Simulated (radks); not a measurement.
Results of a calculation; reference values are marked as such.
Species: the chromium ion Cr4+. Configuration: [Ar] 3d1.75 4s0.25 (fractional occupations, a model configuration).

Level of theory: scalar-relativistic Kohn-Sham, LDA (Slater exchange, Perdew-Wang correlation), spin-polarised, spherical densities, point nucleus; open shells are filled with parallel spins first (a radial shooting solver on a logarithmic mesh with Libxc functionals).

Energy parts (eV):
total: -28423.980
kinetic: 28702.151
electron-nucleus: -66630.636
Hartree: 10719.988
exchange-correlation: -1215.483

Orbitals (lengths in bohr, moments of r in powers of bohr; <r^-3> diverges for s and p1/2; r(max) is where P^2 peaks):
[
 {"orbital": "1s up", "occ.": "1", "eigenvalue (eV)": "-5930.468", "r(max)": "0.04169", "<r>": "0.06368", "<r^-3>": "-", "<1/r>": "23.83"},
 {"orbital": "1s down", "occ.": "1", "eigenvalue (eV)": "-5930.439", "r(max)": "0.04169", "<r>": "0.06368", "<r^-3>": "-", "<1/r>": "23.83"},
 {"orbital": "2s up", "occ.": "1", "eigenvalue (eV)": "-731.8277", "r(max)": "0.2441", "<r>": "0.2940", "<r^-3>": "-", "<1/r>": "5.036"},
 {"orbital": "2s down", "occ.": "1", "eigenvalue (eV)": "-730.7904", "r(max)": "0.2440", "<r>": "0.2937", "<r^-3>": "-", "<1/r>": "5.041"},
 {"orbital": "2p up", "occ.": "3", "eigenvalue (eV)": "-626.3612", "r(max)": "0.1978", "<r>": "0.2604", "<r^-3>": "360.5", "<1/r>": "4.944"},
 {"orbital": "2p down", "occ.": "3", "eigenvalue (eV)": "-625.5509", "r(max)": "0.1977", "<r>": "0.2601", "<r^-3>": "361.2", "<1/r>": "4.948"},
 {"orbital": "3s up", "occ.": "1", "eigenvalue (eV)": "-135.5021", "r(max)": "0.7668", "<r>": "0.8735", "<r^-3>": "-", "<1/r>": "1.621"},
 {"orbital": "3s down", "occ.": "1", "eigenvalue (eV)": "-133.2479", "r(max)": "0.7674", "<r>": "0.8751", "<r^-3>": "-", "<1/r>": "1.617"},
 {"orbital": "3p up", "occ.": "3", "eigenvalue (eV)": "-106.4630", "r(max)": "0.7799", "<r>": "0.9123", "<r^-3>": "48.32", "<1/r>": "1.505"},
 {"orbital": "3p down", "occ.": "3", "eigenvalue (eV)": "-104.2507", "r(max)": "0.7809", "<r>": "0.9148", "<r^-3>": "47.92", "<1/r>": "1.500"},
 {"orbital": "3d up", "occ.": "1.75", "eigenvalue (eV)": "-61.2075", "r(max)": "0.7525", "<r>": "1.003", "<r^-3>": "4.655", "<1/r>": "1.256"},
 {"orbital": "3d down", "occ.": "0", "eigenvalue (eV)": "-59.0177", "r(max)": "0.7561", "<r>": "1.011", "<r^-3>": "4.606", "<1/r>": "1.249"},
 {"orbital": "4s up", "occ.": "0.25", "eigenvalue (eV)": "-42.1435", "r(max)": "2.017", "<r>": "2.187", "<r^-3>": "-", "<1/r>": "0.6184"},
 {"orbital": "4s down", "occ.": "0", "eigenvalue (eV)": "-40.8172", "r(max)": "2.032", "<r>": "2.213", "<r^-3>": "-", "<1/r>": "0.6107"}
]

The highest occupied level is 4s up at -42.143 eV. The configuration is held as typed, so some empty levels lie below it. The density falls to 0.001 e/bohr^3 at r = 2.84 bohr. Spin moment in Bohr magnetons: 2.
